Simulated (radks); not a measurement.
Species: the osmium ion Os8+. Configuration: [Xe] 4f13 6s1 (not the ground configuration). Method: Dirac Kohn-Sham, PBE, spin-unpolarised, spherical densities, finite nucleus; open shells are shared between the two j in proportion to 2j + 1; Fermi nuclear charge, rms radius 5.4126 fm; computed with a radial shooting solver on a logarithmic mesh with Libxc functionals.

X-ray form factor f0, the Fourier transform of the density (f0(0) = 68):

| sin(theta)/lambda (1/angstrom) | f0 (electrons) |
|---|---|
| 0.05 | 67.566 |
| 0.1 | 66.317 |
| 0.15 | 64.392 |
| 0.2 | 61.978 |
| 0.25 | 59.259 |
| 0.3 | 56.390 |
| 0.4 | 50.619 |
| 0.5 | 45.202 |
| 0.6 | 40.361 |
| 0.8 | 32.519 |
| 1 | 26.688 |
| 1.25 | 21.495 |
| 1.5 | 18.089 |
| 2 | 14.238 |
